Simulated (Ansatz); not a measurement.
# Which is lower?

Two relaxed structures of H$_{3}$SeO (charge +1), closed shell (PBE0-D4/def2-TZVP; forces vanish, vibrations not checked).

A:

| atom | x (Å) | y (Å) | z (Å) |
| --- | --- | --- | --- |
| O1 | 0.8017 | 0.5558 | 0.1349 |
| Se2 | -0.6344 | -0.3845 | -0.1335 |
| H3 | -0.8203 | -0.8067 | 1.2779 |
| H4 | 0.0604 | -1.6502 | -0.4796 |
| H5 | 0.7199 | 1.4123 | -0.3171 |

B:

O1  (-0.366, -0.494, 0.053)
Se2  (1.067, 0.779, 0.161)
H3  (-0.824, -0.680, 0.891)
H4  (-0.162, -1.314, -0.429)
H5  (0.285, 1.708, -0.676)
(Å)

Ansatz 0.2.0; basis: def2-TZVPP; cores frozen in the correlated methods. Filled d shells of the heavier atoms are correlated. The def2 sets are not built for correlating such inner shells, so the correlated values are less sure here. B3LYP uses VWN-RPA correlation.

Question: Which structure is lower at CCSD(T), and by how much? (An estimate is asked for; the value comes from the calculation.)

Answer: By the calculation: B, by 0.099 eV (electronic energy, against the other). By their contacts, A is H₃SeO ([OH][SeH2]), total charge +1 and B is H₃SeO ([OH2][SeH]), total charge +1.

Question: Do the other methods give the same order? (Judge from chemistry; the calculation decides.)

Answer: Computed: Not all: r2SCAN-D4 gives the other order.

```json
{"method": "PBE-D4", "E(B) − E(A) (eV)": "-0.013"}
{"method": "r2SCAN-D4", "E(B) − E(A) (eV)": "0.008"}
{"method": "PBE0-D4", "E(B) − E(A) (eV)": "-0.085"}
{"method": "B3LYP-D4", "E(B) − E(A) (eV)": "-0.143"}
{"method": "wB97M-V", "E(B) − E(A) (eV)": "-0.225"}
{"method": "HF", "E(B) − E(A) (eV)": "-0.322"}
{"method": "MP2", "E(B) − E(A) (eV)": "-0.069"}
{"method": "CCSD", "E(B) − E(A) (eV)": "-0.139"}
{"method": "CCSD(T)", "E(B) − E(A) (eV)": "-0.099"}
```

T1 diagnostic: at most 0.012.

Labels in which every atom is bracketed show which atoms are joined, not bond orders.

For scale, one of the runs: CCSD(T)/def2-TZVPP, 121 basis functions, launched by `ansatz run in.yaml --threads 2 --pin off --events-out ev --progress --plain --max-ram 4352MiB`. The run took about 12 s on 2 CPU threads of an Arm Neoverse V1 (shared host).
